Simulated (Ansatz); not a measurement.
Ideal-gas functions of FH3SeSi2 (`F[SiH]1[SiH2][Se]1`) at 400 K and 1 bar, from an Ansatz frequency run at PBE0-D4/def2-TZVP.

Molar mass 157.15 g/mol, point group C1 (symmetry number 1), electronic degeneracy 1, moments of inertia 135.083, 235.884, 334.256 u Å². Harmonic wavenumbers (cm⁻¹, unscaled): 172, 204, 324, 375, 472, 525, 557, 573, 701, 815, 901, 937, 2234, 2253, 2267.

Use S(trans) = R[1.5 ln M + 2.5 ln T − 1.1517]; rotational temperatures θ = 24.2544 K / I; S(rot) = R[ln(√π/σ · √(T³/θAθBθC)) + 1.5]; for each mode x = 1.438777 ν̃/T, S = R[x/(eˣ − 1) − ln(1 − e⁻ˣ)] and H = RT x/(eˣ − 1); 1 cm⁻¹ = 0.0119627 kJ/mol; R = 8.31446 J/(mol·K).

**Question.** By hand: the entropy, in J/(mol·K).

**Answer.** Translation 178.0. Rotation: θ = 0.1796, 0.1028, 0.0726 K, giving 119.5. Vibration, mode by mode: 12.44, 11.07, 7.50, 6.43, 4.85, 4.16, 3.80, 3.63, 2.53, 1.83, 1.43, 1.29, 0.02, 0.02, 0.02, in all 61.0. Electronic 0.0. Sum 358.5 J/(mol·K).

**Question.** By hand: H − E and G − E in kJ/mol, counted from the electronic energy.

**Answer.** Zero-point energy ½ × 13310 × 0.0119627 = 79.6; thermal vibration 14.6; translation, rotation and pV give 4 RT = 13.3. H − E = 107.5 kJ/mol, and G − E = 107.5 − 400 × 358.5/1000 = -35.9 kJ/mol.

Vibration gives 17 % of the entropy. The sum counts one conformer and one mirror image; others add a mixing term.
